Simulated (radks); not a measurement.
Q: These are the eigenvalues of the occupied orbitals of an atom or ion with whole-number occupations (hartree). Calculated with a radial shooting solver on a logarithmic mesh with Libxc functionals: Dirac Kohn-Sham, PBE, spin-unpolarised, spherical densities, point nucleus.

| orbital | eigenvalue |
|---|---|
| 1s1/2 | -0.23860 |

Which element is it, and in what charge state? The configuration may be excited. Open shells, if any, fill j = l - 1/2 first.

A: Z = 1, hydrogen, charge 0: H in 1s1. The 1s level, -0.2386 hartree, gives Z - s = 0.7 by -(Z - s)^2/2, which with screening and relativity narrows Z to a few neighbours, and the depths must fix Z and the occupations together.
